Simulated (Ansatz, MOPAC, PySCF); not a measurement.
Breaking a bond: C₂, singlet.

Computed with: RKS-B3LYP/3-21G = PySCF with restricted B3LYP/3-21G; PM6, restricted, heats of formation (MOPAC); RKS-LDA (SVWN5)/6-31G* = restricted LDA (SVWN5)/6-31G*, spherical d in PySCF 2.14.0; FCI = full CI/cc-pVDZ, frozen core (Ansatz, a first-principles code).

Energies relative to the lowest point of each curve near equilibrium, in kJ/mol; the last columns give the difference from FCI:

```
R / Å  RKS-B3LYP/3-21G     PM6  RKS-LDA (SVWN5)/6-31G*    FCI  RKS-B3LYP/3-21G − FCI  PM6 − FCI  RKS-LDA (SVWN5)/6-31G* − FCI
-----  ---------------  ------  ----------------------  -----  ---------------------  ---------  ----------------------------
0.92             914.7   590.0                   919.1  961.9                  -47.2     -371.9                         -42.8
0.99             486.7   248.0                   490.3  523.5                  -36.8     -275.5                         -33.2
1.08             174.6    41.0                   175.5  197.6                  -23.0     -156.6                         -22.1
1.13              80.8     2.7                    80.3   96.6                  -15.8      -93.9                         -16.3
1.17              35.0     0.0                    33.7   46.0                  -11.0      -46.0                         -12.3
1.23               3.0    28.3                     1.2    6.8                   -3.9       21.5                          -5.6
1.25               0.0    38.6                   243.7    1.7                   -1.7       36.9                         242.0
1.28               1.2    52.2                     0.0    0.0                    1.2       52.2                           0.0
1.33              15.6    89.6                   189.4   10.0                    5.7       79.6                         179.4
1.35              24.8   117.0                       —   17.5                    7.2       99.5                             —
1.45              89.4   266.6                       —   75.4                   14.0      191.3                             —
1.55             169.9   420.7                       —  149.1                   20.8      271.6                             —
1.71             301.2   429.7                       —  244.7                   56.5      185.0                             —
1.89             431.5   584.2                       —  328.1                  103.4      256.0                             —
2.06             533.2   721.2                       —  396.8                  136.3      324.4                             —
2.22             611.6   836.2                       —  447.5                  164.1      388.6                             —
2.53             725.1  1015.8                       —  506.9                  218.2      508.9                             —
2.77             786.1  1118.8                       —  527.3                  258.8      591.5                             —
3.05             835.8  1207.4                       —  537.9                  297.9      669.5                             —
```

RKS-B3LYP/3-21G is furthest from FCI at 3.05 (297.9 kJ/mol, above); its mean absolute difference over the points is 74.9 kJ/mol.

PM6 is furthest from FCI at 3.05 (669.5 kJ/mol, above); its mean absolute difference over the points is 243.2 kJ/mol.

RKS-LDA (SVWN5)/6-31G* is furthest from FCI at 1.25 (242.0 kJ/mol, above); its mean absolute difference over the points is 61.5 kJ/mol.

A dash means that the run gave no value there, or that the column was ended at a point which the program doubted or which failed a test of continuity chosen for this set; such a test can also cut sound points.

The scan ran from 0.92 to 4.98 Å; beyond the distances shown full CI changes its symmetry label. The restricted form behind RKS-B3LYP/3-21G, PM6, RKS-LDA (SVWN5)/6-31G* keeps the bonding electrons paired and can't separate into open-shell fragments. Also computed but left out beside FCI, since their determinant holds another spin at the minimum (<S²> over 0.7 above the pure value): UHF, UMP2, UCCSD, UCCSD(T), UCCSDT, UCCSDT(Q), UKS-BLYP, UKS-PBE0, UKS-PBE, UKS-B3LYP/6-31G*, UKS-LDA (SVWN5)/6-31G*, UKS-BP86/6-31G*, UKS-B3LYP/3-21G.
